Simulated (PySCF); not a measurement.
A species of formula BH8NSi2 has this rotational fingerprint, computed with PBE0-D3(BJ)/def2-SVP geometry optimisation, gas phase in PySCF 2.14.0:

- Rotational constants: A = 7671, B = 2068, C = 1698 MHz
- Dipole components: |μa| = 0.62 D, |μb| = 0.69 D, |μc| = 0.59 D
- Inertial defect: -12.61 u·Å²
- κ: -0.88

Task: Which candidate fits, each taken in the one conformer that was computed?
A. `[BH2:1][SiH2:2][NH:3][SiH3:4]` with H–B1–Si2–N3 -176° and 5°, B1–Si2–N3–Si4 -38°
B. `[NH2:1][SiH2:2][BH:3][SiH3:4]` with H–N1–Si2–B3 169° and -52°, N1–Si2–B3–Si4 4°
C. `[BH2:1][Si@@H:2]([NH2:3])[SiH3:4]` with H–B1–Si2–N3 -9° and 176°, B1–Si2–N3–H 172° and -48°
D. `BN([SiH3])[SiH3]`

Result: B. It is N[SiH2]B[SiH3], an asymmetric top. The candidates at the same level (rigid rotor, commonest isotopes):

```csv
SMILES,A (MHz),B (MHz),C (MHz),μa (D),μb (D),μc (D),Δ (u·Å²),point group,rotor
B[Si@@H](N)[SiH3],5107,2901,2109,1.25,1.04,0.21,-33.54,C1,asymmetric top
B[SiH2]N[SiH3],8048,2306,1898,0.10,0.53,0.34,-15.67,C1,asymmetric top
BN([SiH3])[SiH3],6475,3090,2199,0.00,0.95,0.00,-11.75,–,asymmetric top
N[SiH2]B[SiH3],7671,2068,1698,0.62,0.69,0.59,-12.61,–,asymmetric top
```

`B[SiH2]N[SiH3]` has C 12 % too high; `BN([SiH3])[SiH3]` has B 49 % too high; `B[Si@@H](N)[SiH3]` has B 40 % too high. No structure here is proved a minimum.
